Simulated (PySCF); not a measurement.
MgH2, SMILES [MgH2].

Geometry: PBE0-D3(BJ)/def2-TZVPD.

Calculation: PBE0-D3(BJ)/def2-TZVPD in PySCF.

Frequencies are harmonic and unscaled.

Modes within 1.5 cm⁻¹ of each other (mostly degenerate sets) share a row, with their intensities summed.

Computed harmonic wavenumbers and intensities:
| mode | ν (cm⁻¹) | IR (km/mol) | Raman (Å⁴/amu) | depolarisation | moving atoms (share of kinetic energy) |
|---|---|---|---|---|---|
| 1–2 | 441 | 936.4 | 0.0 | – | H 92 % |
| 3 | 1603 | 0.0 | 532.0 | 0.07 | H 100 % |
| 4 | 1630 | 413.7 | 0.0 | – | H 92 % |
